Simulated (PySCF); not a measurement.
SMILES Nc1c[c]ccc1 (C6H6N), doublet, PBE0/def2-SVP optimised geometry.

```
13

N     -1.53     1.79    -0.05
C     -0.77     0.64     0.00
C     -1.39    -0.63     0.00
C     -0.56    -1.73     0.00
C      0.81    -1.73     0.00
C      1.41    -0.46     0.00
C      0.63     0.70     0.00
H     -1.08     2.64     0.25
H     -2.50     1.71     0.25
H     -2.48    -0.72     0.00
H      1.41    -2.64     0.00
H      2.50    -0.37     0.00
H      1.12     1.68    -0.01
```

Density from PySCF 2.14.0 with unrestricted PBE0/def2-TZVP at that geometry.

Minimum of the electron density along straight lines between bonded atoms, close to the bond critical point (lines longer than 1.1 times the sum of covalent radii, or with two minima, are not listed):

```json
[
 {"bond": "N1–C2", "length / Å": "1.378", "ρ at the minimum / e bohr⁻³": "0.314", "∇²ρ there / e bohr⁻⁵": "-1.01", "position (fraction from the first atom)": "0.62"},
 {"bond": "C2–C3", "length / Å": "1.413", "ρ at the minimum / e bohr⁻³": "0.302", "∇²ρ there / e bohr⁻⁵": "-0.85", "position (fraction from the first atom)": "0.52"},
 {"bond": "C3–C4", "length / Å": "1.372", "ρ at the minimum / e bohr⁻³": "0.324", "∇²ρ there / e bohr⁻⁵": "-0.95", "position (fraction from the first atom)": "0.49"},
 {"bond": "C4–C5", "length / Å": "1.376", "ρ at the minimum / e bohr⁻³": "0.321", "∇²ρ there / e bohr⁻⁵": "-0.94", "position (fraction from the first atom)": "0.52"},
 {"bond": "C5–C6", "length / Å": "1.403", "ρ at the minimum / e bohr⁻³": "0.306", "∇²ρ there / e bohr⁻⁵": "-0.87", "position (fraction from the first atom)": "0.50"},
 {"bond": "C2–C7", "length / Å": "1.409", "ρ at the minimum / e bohr⁻³": "0.308", "∇²ρ there / e bohr⁻⁵": "-0.89", "position (fraction from the first atom)": "0.52"},
 {"bond": "C6–C7", "length / Å": "1.392", "ρ at the minimum / e bohr⁻³": "0.316", "∇²ρ there / e bohr⁻⁵": "-0.92", "position (fraction from the first atom)": "0.50"},
 {"bond": "N1–H8", "length / Å": "1.011", "ρ at the minimum / e bohr⁻³": "0.339", "∇²ρ there / e bohr⁻⁵": "-1.71", "position (fraction from the first atom)": "0.74"},
 {"bond": "N1–H9", "length / Å": "1.011", "ρ at the minimum / e bohr⁻³": "0.339", "∇²ρ there / e bohr⁻⁵": "-1.72", "position (fraction from the first atom)": "0.74"},
 {"bond": "C3–H10", "length / Å": "1.095", "ρ at the minimum / e bohr⁻³": "0.276", "∇²ρ there / e bohr⁻⁵": "-0.95", "position (fraction from the first atom)": "0.65"},
 {"bond": "C5–H11", "length / Å": "1.092", "ρ at the minimum / e bohr⁻³": "0.278", "∇²ρ there / e bohr⁻⁵": "-0.97", "position (fraction from the first atom)": "0.65"},
 {"bond": "C6–H12", "length / Å": "1.094", "ρ at the minimum / e bohr⁻³": "0.279", "∇²ρ there / e bohr⁻⁵": "-0.98", "position (fraction from the first atom)": "0.65"},
 {"bond": "C7–H13", "length / Å": "1.093", "ρ at the minimum / e bohr⁻³": "0.277", "∇²ρ there / e bohr⁻⁵": "-0.96", "position (fraction from the first atom)": "0.64"}
]
```
